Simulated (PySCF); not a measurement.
Be(SeH)(SiH3) (BeH₄SeSi), SMILES [SiH3][Be][SeH].

The structure is a stationary point at B3LYP-D3(BJ)/def2-TZVP. Other conformers were not sampled.

All values below come from TDDFT-PBE0/def2-SVPD run with PySCF 2.14.0.

Vertical excitations. The molecule is in vacuum.

Computed excitation energies, oscillator strengths and character:
| state | energy (eV) | λ (nm) | f | main pairs |
|---|---|---|---|---|
| S1 | 4.39 | 282 | 0.000 | HOMO→LUMO 99 % |
| S2 | 5.06 | 245 | 0.020 | HOMO−1→LUMO 93 % |
| S3 | 5.41 | 229 | 0.143 | HOMO→LUMO+1 91 % |
| S4 | 5.54 | 224 | 0.005 | HOMO−1→LUMO+1 89 % |
| S5 | 5.74 | 216 | 0.054 | HOMO→LUMO+2 86 % |
| S6 | 6.54 | 189 | 0.025 | HOMO→LUMO+3 65 %, HOMO→LUMO+4 20 % |
| S7 | 6.65 | 186 | 0.137 | HOMO−1→LUMO+2 73 %, HOMO−2→LUMO 23 % |
| S8 | 6.71 | 185 | 0.133 | HOMO−2→LUMO 69 %, HOMO−1→LUMO+2 23 % |
| S9 | 6.80 | 182 | 0.002 | HOMO−3→LUMO 94 % |
| S10 | 6.98 | 178 | 0.026 | HOMO−4→LUMO 85 % |
| T1 | 4.11 | 302 | 0 | HOMO−1→LUMO 94 % |
| T2 | 4.22 | 294 | 0 | HOMO→LUMO 97 % |
| T3 | 4.44 | 279 | 0 | HOMO→LUMO+1 97 % |
| T4 | 4.55 | 273 | 0 | HOMO−1→LUMO+1 95 % |
Triplets are in the Tamm–Dancoff approximation, which puts them higher than full response would, so one can lie above its singlet here.
